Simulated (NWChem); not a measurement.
Species: C$_{2}$H$_{2}$Br$_{2}$; SMILES C=C(Br)Br

This build's default masses of Se (78.918 u) and Br (79.917 u) are each other's, which moves their modes by up to 0.6 %.

Question: Give the equilibrium geometry at PBE-D3(BJ)/def2-SVP (NWChem) as a Z-matrix, with the point group.

Answer: point group C2v; any orientation.
```
C
C 1 1.3422
H 2 1.0995 1 120.46
H 2 1.0995 3 119.09 1 180.00
Br 1 1.8964 2 122.47 3 180.00
Br 1 1.8964 2 122.47 3 0.00
```
